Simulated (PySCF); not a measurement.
PySCF job for disilylmethane (CH8Si2), SMILES [SiH3]C[SiH3], PBE-D3(BJ)/def2-SVP. Coordinates come from a PBE-D3(BJ)/def2-SVP optimisation.

```python
import numpy as np
from pyscf import gto, scf, dft, df
from pyscf.hessian import thermo

mol = gto.M(
    atom='''
    Si    1.46642504    0.65525810   -0.00507602
    C     0.25365237   -0.79338580   -0.13786100
    Si   -1.57115107   -0.32753279    0.06237081
    H     2.88738802    0.18566126   -0.17410750
    H     1.17328931    1.67950049   -1.06869414
    H     1.34078483    1.31900750    1.34027624
    H     0.51513674   -1.54913071    0.63397757
    H     0.39017861   -1.28267154   -1.12640566
    H    -1.97430671    0.66715972   -0.99327216
    H    -1.80530274    0.29349193    1.41358420
    H    -2.45410921   -1.54104830   -0.06409243
    ''',
    basis='def2-SVP',
    charge=0,
    spin=0,
    max_memory=1600,
    verbose=3,
)
mf = dft.RKS(mol, xc='pbe').density_fit(auxbasis='def2-universal-jkfit')
mf.disp = 'd3bj'
mf.grids.level = 3
mf.conv_tol = 1e-11
mf.max_cycle = 100
mf.kernel()

# [left out here: the lines that compute and print the analytic Hessian (its translational invariance restored by hand, since the grid's response is missing), thermochemistry and intensities]
```

It prints:

```
[...]
       9   H                 0.39 -0.13  0.10   -0.25 -0.07  0.02    0.03 -0.02 -0.01
      10   H                 0.01 -0.03  0.19    0.27 -0.16 -0.04    0.03 -0.00 -0.00
Mode                                 9                  10                  11
Irrep
Freq [cm^-1]                      796.3953            875.8398            911.0578
Reduced mass [au]                   1.5214              1.0803              1.0422
Force const [Dyne/A]                0.5685              0.4883              0.5097
Char temp [K]                    1145.8355           1260.1384           1310.8093
Normal mode                   x     y     z       x     y     z       x     y     z
       0  Si                -0.00  0.01 -0.04    0.02  0.03  0.00    0.02 -0.01 -0.00
       1   C                 0.01 -0.02  0.15    0.03  0.01 -0.00   -0.01 -0.00  0.00
       2  Si                -0.00  0.01 -0.04    0.03 -0.01 -0.00    0.01  0.02  0.00
       3   H                 0.01 -0.03  0.18   -0.12 -0.34 -0.04   -0.07 -0.22 -0.03
       4   H                 0.15  0.21  0.12   -0.28 -0.24 -0.16   -0.24  0.24  0.31
       5   H                -0.14 -0.24  0.07   -0.26 -0.29  0.12   -0.27  0.32 -0.19
       6   H                 0.09 -0.29 -0.16   -0.02 -0.01  0.00    0.05  0.01 -0.00
       7   H                -0.11  0.33 -0.05   -0.02 -0.01  0.00    0.05  0.01 -0.00
       8   H                -0.24  0.08  0.13   -0.36  0.03  0.18   -0.06 -0.34 -0.30
       9   H                 0.26 -0.11  0.07   -0.38  0.08 -0.11   -0.03 -0.42  0.19
      10   H                 0.01 -0.03  0.18   -0.29  0.21  0.05   -0.18  0.14  0.04
Mode                                12                  13                  14
Irrep
Freq [cm^-1]                      913.6186            913.7772            917.3635
Reduced mass [au]                   1.0781              1.0325              1.0704
Force const [Dyne/A]                0.5302              0.5079              0.5307
Char temp [K]                    1314.4938           1314.7219           1319.8819
Normal mode                   x     y     z       x     y     z       x     y     z
       0  Si                 0.01  0.03  0.00   -0.00  0.00 -0.02   -0.03 -0.01 -0.00
       1   C                 0.00 -0.01 -0.00   -0.00  0.00  0.00   -0.00  0.01  0.00
       2  Si                -0.03  0.02  0.01    0.00 -0.00  0.02    0.03  0.01 -0.00
       3   H                -0.05 -0.15  0.02    0.04 -0.07  0.51    0.13  0.41  0.06
       4   H                -0.10 -0.33 -0.31   -0.31  0.04  0.12    0.34 -0.06 -0.14
       5   H                -0.01 -0.42  0.22    0.32 -0.00  0.02    0.36 -0.09  0.07
       6   H                 0.00  0.00  0.01    0.01  0.00 -0.00   -0.01  0.03  0.02
       7   H                -0.00  0.00 -0.01   -0.01 -0.00  0.00   -0.01  0.03 -0.01
       8   H                 0.22 -0.24 -0.33   -0.27 -0.18 -0.06   -0.25 -0.25 -0.13
       9   H                 0.30 -0.30  0.20    0.22  0.24 -0.06   -0.23 -0.28  0.08
      10   H                 0.12 -0.08 -0.06   -0.04  0.08 -0.51   -0.34  0.26  0.06
Mode                                15                  16                  17
Irrep
Freq [cm^-1]                      919.9247            995.7537           1038.7009
Reduced mass [au]                   1.0319              1.0464              1.5635
Force const [Dyne/A]                0.5145              0.6113              0.9939
Char temp [K]                    1323.5668           1432.6679           1494.4594
Normal mode                   x     y     z       x     y     z       x     y     z
       0  Si                 0.00 -0.00  0.02    0.00 -0.00  0.03   -0.02 -0.00  0.00
       1   C                 0.00 -0.00  0.02   -0.00 -0.00 -0.00    0.17  0.05 -0.00
       2  Si                 0.00 -0.00  0.02   -0.00  0.00 -0.03   -0.02 -0.01 -0.00
       3   H                -0.03  0.07 -0.50   -0.00  0.01 -0.06   -0.05 -0.11 -0.01
       4   H                 0.32 -0.00 -0.08   -0.08 -0.10 -0.06    0.06  0.05  0.04
       5   H                -0.33  0.02 -0.03    0.07  0.12 -0.03    0.06  0.06 -0.03
       6   H                 0.01 -0.04 -0.02    0.63  0.20 -0.01   -0.50 -0.16  0.01
       7   H                -0.01  0.04 -0.00   -0.63 -0.20  0.01   -0.50 -0.16  0.01
       8   H                -0.26 -0.20 -0.07   -0.12  0.04  0.06    0.08 -0.01 -0.04
       9   H                 0.25  0.21 -0.04    0.13 -0.05  0.03    0.08 -0.02  0.02
      10   H                -0.04  0.08 -0.50    0.00 -0.01  0.06   -0.11  0.06  0.02
Mode                                18                  19                  20
Irrep
Freq [cm^-1]                     1329.7146           2154.1582           2159.6196
Reduced mass [au]                   1.0865              1.0204              1.0292
Force const [Dyne/A]                1.1319              2.7898              2.8283
Char temp [K]                    1913.1633           3099.3540           3107.2118
Normal mode                   x     y     z       x     y     z       x     y     z
       0  Si                 0.00 -0.00 -0.00    0.01  0.01  0.00    0.02  0.00 -0.00
       1   C                 0.02 -0.08 -0.01    0.00  0.00 -0.00    0.00 -0.00 -0.00
       2  Si                -0.00 -0.00 -0.00    0.01  0.00 -0.00   -0.02 -0.01 -0.00
       3   H                 0.00 -0.01 -0.00   -0.48  0.17  0.06   -0.61  0.20  0.07
       4   H                -0.02  0.01  0.01    0.07 -0.22  0.24    0.04 -0.12  0.13
       5   H                -0.02  0.01 -0.00    0.03 -0.14 -0.30    0.02 -0.08 -0.16
       6   H                -0.13  0.43  0.51    0.00  0.00 -0.00    0.00  0.00  0.00
       7   H                -0.19  0.56 -0.34    0.00  0.00 -0.00   -0.00  0.00 -0.00
       8   H                 0.01  0.02  0.01   -0.08  0.22 -0.24    0.04 -0.13  0.13
       9   H                 0.01  0.02 -0.00   -0.05  0.14  0.30    0.02 -0.08 -0.16
      10   H                 0.00 -0.01 -0.00   -0.29 -0.42 -0.04    0.38  0.52  0.05
Mode                                21                  22                  23
Irrep
Freq [cm^-1]                     2162.9892           2164.7839           2166.7849
Reduced mass [au]                   1.0492              1.0502              1.0417
Force const [Dyne/A]                2.8922              2.8998              2.8814
Char temp [K]                    3112.0599           3114.6421           3117.5210
Normal mode                   x     y     z       x     y     z       x     y     z
       0  Si                 0.02 -0.02 -0.00    0.00 -0.00  0.03   -0.01  0.02  0.00
       1   C                 0.00  0.00 -0.00   -0.00  0.00  0.00   -0.00  0.00  0.00
       2  Si                 0.00  0.03  0.00   -0.00  0.00 -0.03   -0.00  0.02  0.00
       3   H                -0.44  0.14  0.05    0.01 -0.00  0.01    0.24 -0.08 -0.03
       4   H                -0.06  0.24 -0.26   -0.09  0.33 -0.33    0.09 -0.31  0.33
       5   H                -0.02  0.15  0.33    0.04 -0.22 -0.44    0.03 -0.19 -0.40
       6   H                -0.00 -0.00  0.00   -0.00 -0.00  0.00   -0.00  0.01 -0.00
       7   H                -0.00 -0.00  0.00    0.00  0.00 -0.00   -0.00  0.00  0.00
       8   H                 0.10 -0.23  0.26    0.13 -0.33  0.34    0.12 -0.29  0.32
       9   H                 0.06 -0.14 -0.33   -0.08  0.20  0.43    0.07 -0.19 -0.42
      10   H                -0.27 -0.37 -0.04   -0.01 -0.00 -0.01   -0.15 -0.20 -0.02
Mode                                24                  25                  26
Irrep
Freq [cm^-1]                     2170.3262           2986.3196           3050.5531
Reduced mass [au]                   1.0511              1.0599              1.1025
Force const [Dyne/A]                2.9170              5.5690              6.0446
Char temp [K]                    3122.6162           4296.6490           4389.0667
Normal mode                   x     y     z       x     y     z       x     y     z
       0  Si                -0.00  0.00 -0.03   -0.00 -0.00  0.00   -0.00  0.00 -0.00
       1   C                -0.00  0.00 -0.00   -0.02  0.06  0.01   -0.01  0.01 -0.09
       2  Si                -0.00  0.00 -0.03    0.00  0.00  0.00   -0.00  0.00 -0.00
       3   H                 0.00  0.00 -0.01    0.00 -0.00 -0.00    0.00 -0.00  0.00
       4   H                 0.10 -0.34  0.34    0.00 -0.00  0.00    0.00 -0.00  0.00
       5   H                -0.04  0.22  0.43    0.00 -0.00 -0.00    0.00  0.00  0.00
       6   H                -0.00  0.01 -0.00    0.16 -0.46  0.49    0.16 -0.46  0.46
       7   H                 0.00 -0.00 -0.01    0.08 -0.29 -0.62   -0.08  0.30  0.59
       8   H                 0.13 -0.32  0.34   -0.00 -0.00  0.00    0.00 -0.00  0.00
       9   H                -0.08  0.21  0.44   -0.00 -0.00 -0.00   -0.00  0.00  0.00
      10   H                 0.00  0.00 -0.01   -0.00 -0.00 -0.00    0.00 -0.00  0.00
temperature 298.1500 [K]
pressure 101325.00 [Pa]
Rotational constants [GHz] 18.06213 2.84348 2.65313
Symmetry number 1
Zero-point energy (ZPE) 0.07424 [Eh]   194917.533 [J/mol]
                           tot       elec      trans        rot        vib
Entropy [J/mol/K]       323.391      0.000    162.798    105.731     54.862
Cv [J/mol/K]             94.256      0.000     12.472     12.472     69.313
Cp [J/mol/K]            102.571      0.000     20.786     12.472     69.313
Internal energy [J/mol]                      3718.434   3718.434 204221.827
Internal energy [Eh]   -621.23090  -621.31151
Enthalpy [J/mol]                             6197.391   3718.434 204221.827
Enthalpy [Eh]          -621.22995
Gibbs free energy [J/mol]                  -42340.691 -27805.295 187864.753
Gibbs free energy [Eh] -621.26668
static polarisability / bohr^3: [[ 7.2995e+01  4.8020e+00 -3.7500e-01]
 [ 4.7960e+00  5.9698e+01 -9.0000e-03]
 [-3.7300e-01 -6.0000e-03  5.7526e+01]]
largest difference of analytic and finite-field dipole derivatives / e: 0.001286669595150891
mode   freq/cm-1   IR/(km/mol)   Raman/(A^4/amu)   depolarisation
   1       92.59         0.000             0.001            0.727
   2      143.67         0.186             0.027            0.750
   3      162.64         0.451             0.213            0.050
   4      440.75         2.683             1.096            0.750
   5      535.84         1.018            26.129            0.303
   6      547.45         0.255             1.938            0.750
   7      549.50         0.000             6.316            0.750
   8      741.98        54.319            13.116            0.397
   9      745.57        55.295             3.625            0.750
  10      796.40       106.897             4.760            0.750
  11      875.84       296.282            17.351            0.750
  12      911.06        59.042             0.100            0.750
  13      913.62       127.447            24.051            0.727
  14      913.78         0.697            54.086            0.750
  15      917.36         1.381            34.660            0.740
  16      919.92        51.306             1.861            0.750
  17      995.75         0.000             6.844            0.750
  18     1038.70        55.755             0.088            0.750
  19     1329.71         6.622             9.564            0.734
  20     2154.16       157.303            25.954            0.750
  21     2159.62         7.332           398.475            0.052
  22     2162.99        40.311            72.990            0.750
  23     2164.78         0.089            10.675            0.748
  24     2166.78       162.751           184.169            0.308
  25     2170.33       203.347           133.194            0.750
  26     2986.32         0.617           104.931            0.082
  27     3050.55         0.069            72.157            0.750
max |gradient| / (hartree/bohr): 5.100952163041635e-05
APT charges: [ 0.9866 -0.5756  0.9866 -0.2548 -0.2322 -0.2322  0.0204  0.0204 -0.2322
 -0.2322 -0.2548]
```

The run converged.
